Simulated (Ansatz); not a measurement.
`Cl[B](Cl)[GeH3]` and `ClB(Cl)Br` differ in one atom or group.

Ansatz, PBE0-D4/def2-TZVP geometries, multiplicity 1. 

Scalar relativity is left out up to krypton. Spin–orbit coupling is left out; it splits and shifts lone-pair levels of the heavy atoms by tenths of an eV.

```csv
property,`Cl[B](Cl)[GeH3]`
LUMO energy (PBE0/def2-TZVPP) / eV,-2.11
HOMO–LUMO gap (PBE/def2-TZVPP) / eV,4.05
LUMO energy (PBE/def2-TZVPP) / eV,-3.00
LUMO energy (ωB97M-V/def2-TZVPP) / eV,-0.04
HOMO–LUMO gap (B3LYP/def2-TZVPP) / eV,5.80
size of the dipole moment (PBE/def2-TZVPP) / D,0.18
```

**Question.** What does the change do to each property? (An estimate is asked.)

**Answer.** The calculation gave: 
```json
{"property": "LUMO energy (PBE0/def2-TZVPP) / eV", "`ClB(Cl)Br`": "-1.83", "shift": "0.28"}
{"property": "HOMO–LUMO gap (PBE/def2-TZVPP) / eV", "`ClB(Cl)Br`": "4.59", "shift": "0.54"}
{"property": "LUMO energy (PBE/def2-TZVPP) / eV", "`ClB(Cl)Br`": "-2.72", "shift": "0.28"}
{"property": "LUMO energy (ωB97M-V/def2-TZVPP) / eV", "`ClB(Cl)Br`": "0.28", "shift": "0.32"}
{"property": "HOMO–LUMO gap (B3LYP/def2-TZVPP) / eV", "`ClB(Cl)Br`": "6.38", "shift": "0.58"}
{"property": "size of the dipole moment (PBE/def2-TZVPP) / D", "`ClB(Cl)Br`": "0.03", "shift": "-0.15"}
```

With PBE0 the HOMO falls by 0.38 eV and the LUMO rises by 0.28 eV, so the gap widens by about 0.66 eV. PBE moves the HOMO by -0.25 eV and ωB97M-V by -0.48 eV.

B3LYP here is the variant with VWN-RPA as its local correlation; programs differ in this.
